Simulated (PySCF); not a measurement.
# Potassium: a sound run and one with changed settings

Sound run: K [Ar] 4s1, K⁺ [Ar]. Computed with PySCF 2.14 in aug-cc-pVDZ-X2C (6s5p3d, 36 functions), with the spin-free X2C one-electron Hamiltonian (Gaussian nucleus). The sound run starts from symmetry-adapted Hartree-Fock orbitals and uses a fine grid where one is needed.

Changed run: initial guess 1e, at most 8 SCF cycles. This setting is unsound on purpose.

| species | method | sound run (hartree) | changed run (hartree) | converged |
| --- | --- | --- | --- | --- |
| K | UHF | -601.45703 | -601.36683 | no |
| K | B3LYP | -602.24085 | -602.24085 | yes |
| K | r2SCAN | -602.18362 | -602.18362 | yes |
| K⁺ | UHF | -601.30931 | -601.30931 | yes |
| K⁺ | B3LYP | -602.07554 | -602.07554 | yes |
| K⁺ | r2SCAN | -602.02767 | -602.02767 | yes |

Ionisation energy of K:

| method | sound run (eV) | changed run (eV) |
| --- | --- | --- |
| B3LYP | 4.498 | 4.498 |
| r2SCAN | 4.244 | 4.244 |

The SCF was stopped early; the energies are upper bounds that still move, and correlated levels were skipped or rest on poor orbitals.

For comparison, NIST gives 4.341 eV between the lowest levels.
